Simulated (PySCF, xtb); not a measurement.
SbBr2, SMILES [Br][Sb][Br], multiplicity 2.

Harmonic wavenumbers (cm⁻¹) from GFN2-xTB in xtb at its own minimum, in rising order: 71, 214, 227.

Problem. What does PySCF 2.14.0 with PBE-D3(BJ)/def2-SVP give at its own minimum? (The exact figures need the calculation; the answer reports its results.)

Solution. 75, 245, 247. Paired by order, the mean absolute difference is 18 cm⁻¹ and the zero-point energies are 0.7 and 0.8 kcal/mol.
